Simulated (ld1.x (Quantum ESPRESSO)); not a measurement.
**Ru (Z = 44), TM semilocal: configuration errors across variants**

| Quantity | Value |
| --- | --- |
| Element | ruthenium (Ru) |
| Generator | ld1.x (Quantum ESPRESSO) 7.5 |
| Type | norm-conserving Troullier–Martins (semilocal form) |
| Functional | BLYP |
| Relativity | scalar-relativistic |
| Frozen core | [Ar] 3d10 |
| Valence charge | 16 |
| Reference configuration | 4s2 4p6 4d6 5s2 5p0 |
| Partial waves | 4s (bound): rc 1.30 bohr; 4p (bound): rc 1.10 bohr; 4d (bound): rc 1.60 bohr |
| Local potential | the d channel |
| Core correction | none |

Occupied shells without a wave of their own: 5s. They enter only through the test configuration that unscreens the potential.

All-electron excitation energies from the reference (eV): (1) 4s2 4p6 4d7 5s1 5p0 -1.589; (2) 4s2 4p6 4d7 5s0 5p0 5.777; (3) 4s2 4p6 4d6 5s0 5p0 23.894; (4) 4s2 4p6 4d8 5s0 5p0 -1.809; (5) 4s1 4p6 4d7 5s1 5p0 80.999; (6) 4s2 4p6 4d7.5 5s0.5 5p0 -1.849; (7) 4s2 4p6 4d6 5s1 5p0 8.398.

A semilocal file is local in each channel, so a ghost entry of none says nothing of the separable form that plane-wave codes build from it.

For the base: The 5s level has no wave, so the channel is fitted at the deeper level alone: the likely source of the large errors.

The file “base” misses its own reference levels by 0.3 eV. The file “wave 4d (bound): rc 1.60 bohr becomes 4d (bound): rc 1.04 bohr” misses its own reference levels by 0.3 eV. The file “wave 4d (bound): rc 1.60 bohr becomes 4d (bound): rc 1.38 bohr” misses its own reference levels by 0.3 eV. The file “wave 4d (bound): rc 1.60 bohr becomes 4d (bound): rc 1.52 bohr” misses its own reference levels by 0.3 eV. The file “wave 4d (bound): rc 1.60 bohr becomes 4d (bound): rc 2.16 bohr” misses its own reference levels by 0.3 eV. The file “wave 4d (bound): rc 1.60 bohr becomes 4d (bound): rc 2.40 bohr” misses its own reference levels by 0.3 eV.

Errors AE − PS in meV (a dash: test not solved or not reliable):

| change | (1) | (2) | (3) | (4) | (5) | (6) | (7) | bound ghosts |
| --- | --- | --- | --- | --- | --- | --- | --- | --- |
| base | -249 | -667 | -1044 | -395 | -513 | -331 | -416 | none |
| wave 4d (bound): rc 1.60 bohr becomes 4d (bound): rc 1.04 bohr | -249 | -668 | -1044 | -395 | -499 | -331 | -416 | none |
| wave 4d (bound): rc 1.60 bohr becomes 4d (bound): rc 1.38 bohr | -248 | -667 | -1043 | -394 | -508 | -331 | -416 | none |
| wave 4d (bound): rc 1.60 bohr becomes 4d (bound): rc 1.52 bohr | -248 | -667 | -1044 | -394 | -510 | -331 | -416 | none |
| wave 4d (bound): rc 1.60 bohr becomes 4d (bound): rc 2.16 bohr | -248 | -662 | -1045 | -398 | -577 | -332 | -416 | none |
| wave 4d (bound): rc 1.60 bohr becomes 4d (bound): rc 2.40 bohr | -246 | -653 | -1049 | -396 | -637 | -329 | -416 | none |

Task: Give the same row for: wave 4d (bound): rc 1.60 bohr becomes 4d (bound): rc 1.90 bohr.

Result: -249, -666, -1044, -397, -535, -332, -416; bound ghosts: none.
